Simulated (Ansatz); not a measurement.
One change: `N[SiH2][AlH][SeH]` becomes `N[SiH2][AlH][SiH2]S`.

Ansatz, PBE0-D4/def2-TZVP geometries, multiplicity 1. Each molecule was computed in one conformer, which needn't be the lowest.

Scalar relativity is left out up to krypton.

```
                                        property  `N[SiH2][AlH][SeH]`
  size of the dipole moment (PBE/def2-TZVPP) / D                 0.46
         HOMO–LUMO gap (ωB97M-V/def2-TZVPP) / eV                 8.66
           HOMO–LUMO gap (B3LYP/def2-TZVPP) / eV                 4.62
              HOMO energy (PBE0/def2-TZVPP) / eV                -6.67
             LUMO energy (B3LYP/def2-TZVPP) / eV                -1.86
size of the dipole moment (B3LYP/def2-TZVPP) / D                 0.32
```

**Question.** Give the same properties after the change, and the shifts. (Best estimate.)

**Answer.** Ansatz gave: 
```tsv
property	`N[SiH2][AlH][SiH2]S`	shift
size of the dipole moment (PBE/def2-TZVPP) / D	1.39	0.93
HOMO–LUMO gap (ωB97M-V/def2-TZVPP) / eV	9.54	0.88
HOMO–LUMO gap (B3LYP/def2-TZVPP) / eV	5.60	0.98
HOMO energy (PBE0/def2-TZVPP) / eV	-6.79	-0.12
LUMO energy (B3LYP/def2-TZVPP) / eV	-1.00	0.86
size of the dipole moment (B3LYP/def2-TZVPP) / D	1.24	0.92
```

With PBE0 the HOMO falls by 0.12 eV and the LUMO rises by 0.89 eV, so the gap widens by about 1.01 eV. PBE moves the HOMO by -0.19 eV and ωB97M-V by -0.02 eV. Dipoles are sizes alone; their direction can turn.

B3LYP here is the variant with VWN-RPA as its local correlation; programs differ in this.

Spin–orbit coupling is left out; it splits and shifts lone-pair levels of the heavy atoms by tenths of an eV.
